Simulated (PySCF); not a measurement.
Species: C₃H₁₀S₂Si₂.
Geometry (GFN2-xTB, Å), atoms numbered from 1 in this order:
```xyz
17
C3H10S2Si2 angstrom
C      3.568    1.190   -0.872
S      3.219   -0.551   -0.483
C      1.496   -0.459   -0.228
C      0.726   -1.493    0.109
Si    -1.115   -1.366    0.366
S     -1.611    0.711    0.031
Si    -3.715    0.784    0.405
H      4.629    1.258   -1.089
H      2.989    1.490   -1.741
H      3.324    1.809   -0.014
H      1.082    0.528   -0.369
H      1.186   -2.463    0.241
H     -1.882   -2.157   -0.595
H     -1.522   -1.700    1.731
H     -4.378   -0.148   -0.499
H     -4.048    2.171    0.136
H     -3.954    0.407    1.793
```

Method: TDDFT B3LYP/def2-SVPD, vertical, gas phase, core orbitals frozen in the response in PySCF.

Transition dipole moments from the ground state, in atomic units and in the frame of the coordinates above (overall signs are arbitrary), for the states with f of 0.002 or more among the lowest 6:

```json
{"state": "S1", "E (eV)": "5.027", "μx": "0.843", "μy": "0.217", "μz": "-0.190"}
{"state": "S2", "E (eV)": "5.042", "μx": "-1.369", "μy": "-0.355", "μz": "0.282"}
{"state": "S4", "E (eV)": "5.422", "μx": "-0.256", "μy": "-0.120", "μz": "0.077"}
{"state": "S5", "E (eV)": "5.571", "μx": "-0.040", "μy": "-0.048", "μz": "-0.230"}
{"state": "S6", "E (eV)": "5.594", "μx": "0.053", "μy": "0.053", "μz": "0.197"}
```

Problem. Work out the oscillator strengths.

Solution. f = (2/3) ΔE |μ|² with ΔE in hartree (27.2114 eV).

```tsv
state	|μ|² (au)	|μ| (D)	f
S1	0.794	2.26	0.098
S2	2.079	3.66	0.257
S4	0.086	0.74	0.011
S5	0.057	0.60	0.008
S6	0.044	0.54	0.006
```

Problem. What angle do the transition dipoles of S2 and S4 make?

Solution. |cos θ| = |μa·μb| / (|μa| |μb|) = 0.98, so θ ≈ 11° (taken between 0 and 90°, since the signs are arbitrary).

Problem. How is the summed strength of these states shared among x, y and z?

Solution. (2/3) Σ ΔE μα² gives 0.328 for x, 0.024 for y and 0.028 for z, 0.380 in all.

Problem. What peak molar absorption coefficient would the strongest computed level give as a lone Gaussian band 0.4 eV wide at half height?

Solution. ε(max) = 2.175×10⁸ f / FWHM, with the width in cm⁻¹. S2: 2.175×10⁸ × 0.2567 / 3226 ≈ 17000 L mol⁻¹ cm⁻¹.

Time: 59 s of wall time; peak memory 0.96 GiB. Hardware: one thread of an Arm Neoverse V1, no GPU (shared host).

One conformer stands for the species.
